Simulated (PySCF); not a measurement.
Broadened absorption spectrum of C3H7PSi

C₃H₇PSi.
SMILES: `C[SiH](C)C#P`

Method: PySCF 2.14.0, density-fitted response routines, TDDFT CAM-B3LYP/def2-SVPD, vertical, gas phase, core orbitals frozen in the response. Geometry: GFN2-xTB; no solvent, vibrations or thermal averaging.

Broadening: Gaussians 0.5 eV wide at half height, area fixed by f = 4.319×10⁻⁹ ∫ε dν̃. The width is an assumption, not a result. The curve ends short of the highest state used, and states not computed would add to its high-energy end.

(λ (nm), ε (L mol⁻¹ cm⁻¹)): (181.7, 40598), (187.3, 15484), (192.8, 3278), (198.4, 916), (204.0, 422), (209.6, 141), (215.1, 31), (220.7, 4), (226.3, 0), (231.8, 0), (237.4, 0), (243.0, 0), (248.6, 2), (254.1, 6), (259.7, 15), (265.3, 32), (270.9, 52), (276.4, 68), (282.0, 73), (287.6, 67), (293.1, 53), (298.7, 37), (304.3, 23), (309.9, 13), (315.4, 6), (321.0, 3), (326.6, 1), (332.1, 1), (337.7, 0), (343.3, 0), (348.9, 0), (354.4, 0), (360.0, 0), (365.6, 0), (371.2, 0), (376.7, 0)

**Question.** Locate the maxima and give the states behind the curve.

**Answer.** 282 nm (4.40 eV), ε about 73, made up of S2 (71%) and S3 (29%) (ε in L mol⁻¹ cm⁻¹; maxima over ε = 5, shares over 10%). At its high-energy end, 6.82 eV, the curve is still rising (ε about 40000, from S6). The states used: S1 4.04 eV (f 0.0000); S2 4.40 eV (f 0.0010); S3 4.40 eV (f 0.0004); S4 6.29 eV (f 0.0087); S5 6.30 eV (f 0.0040); S6 6.94 eV (f 0.863); S7 7.24 eV (f 0.016); S8 7.42 eV (f 0.047).

**Question.** On this curve, what absorbance would a 10⁻³ mol/L sample give at 193 nm over a 1 cm path?

**Answer.** 193 nm is 6.424 eV, where ε is about 3100 L mol⁻¹ cm⁻¹, so A = ε c l ≈ 3.1 (Beer–Lambert, with the gas-phase spectrum and the assumed width).

**Question.** Coming from long wavelengths, where does ε first pass 100 L mol⁻¹ cm⁻¹?

**Answer.** At about 211 nm (5.88 eV), 1.84 eV above S1.

**Question.** What would ε be at 4.40 eV, the highest of these maxima, with half the width (0.25 eV)?

**Answer.** About 147 L mol⁻¹ cm⁻¹ against 73.3, a factor of about 2.00; a lone state at its own centre would give exactly 2.
